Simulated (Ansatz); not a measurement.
Cost and result for the atomization energy of C$_{2}$H$_{6}$BNSe (`CB(N)C=[Se]`) (11 atoms, 10 bonds).

```xyz
11

C    -0.489   -0.433   -1.256
B     0.010    0.145    0.112
N    -0.213    1.476    0.469
C     0.789   -0.720    1.173
Se    1.249   -2.403    0.969
H     0.345   -0.856   -1.824
H    -1.178   -1.267   -1.091
H    -0.992    0.307   -1.883
H    -0.696    2.130   -0.125
H     0.094    1.874    1.341
H     1.081   -0.252    2.117
```

Charge 0, multiplicity 1. Correlated methods include outer-core shells of Se, which these sets cover unevenly. Scalar relativity is left out up to krypton. The structure was optimised at the PBE0-D4/def2-TZVP level. It is one conformer, not always the lowest. Program: Ansatz. All runs use 4 threads of an Arm Neoverse V2 on a shared host. Times are those of one run each, without the atoms' runs, and a repeat can differ threefold. Electronic energies, without spin–orbit coupling; frozen cores. CCSD(T)/CBS adds CCSD(T) − MP2 in def2-TZVPP to the MP2 limit, and its time is that of the two runs behind it. T1 = 0.014; the RHF reference is unstable towards UHF. With those shells the extrapolation isn't a true limit. B3LYP takes the VWN-RPA correlation (the form of Gaussian; ORCA's B3LYP/G).

CCSD(T)/CBS is a level of theory with its own doubt, some kJ/mol a heavy atom from the limit and from the frozen cores, so smaller differences don't rank the functionals.

```
                             level  functions  wall time  atomization (kcal/mol)  difference from CCSD(T)/CBS  per bond
   PBE-D4/def2-TZVPP (with forces)        256        3 s                  1033.1                         28.8       2.9
                PBE0-D4/def2-TZVPP        256      3.4 s                  1012.0                          7.7       0.8
 B3LYP-D4/def2-TZVPP (with forces)        256      5.5 s                  1009.3                          5.0       0.5
r2SCAN-D4/def2-TZVPP (with forces)        256        6 s                  1008.7                          4.4       0.4
                 B2PLYP/def2-TZVPP        256        8 s                   997.5                         -6.8      -0.7
                ωB97X-V/def2-TZVPP        256      8.5 s                  1004.7                          0.4       0.0
  ωB97M-V/def2-TZVPP (with forces)        256       13 s                  1006.5                          2.2       0.2
                    MP2/def2-QZVPP        497       44 s                  1010.1                          5.8       0.6
                CCSD(T)/def2-TZVPP        256    4.1 min                   977.7                        -26.6      -2.7
                 CCSD(T)/CBS(def2)          –    4.9 min                  1004.3                          0.0       0.0
```

From PBE to PBE0 (25 % exact exchange), in def2-TZVPP and without D4, the atomization energy moves by −20.3 kcal/mol: exact exchange takes away binding that semilocal exchange gives to molecules. The D4 term adds +8.9 kcal/mol with B3LYP and +4.7 kcal/mol with PBE0; it sums over pairs of atoms, weighted by their polarisabilities, and B3LYP, whose exchange is more repulsive, gets the larger term. In def2-TZVPP, CCSD(T) changes the Hartree–Fock value by +255.1 kcal/mol (the triples alone add +17.7 kcal/mol) and MP2 by +272.0 kcal/mol; breaking electron pairs costs correlation energy, which Hartree–Fock lacks.
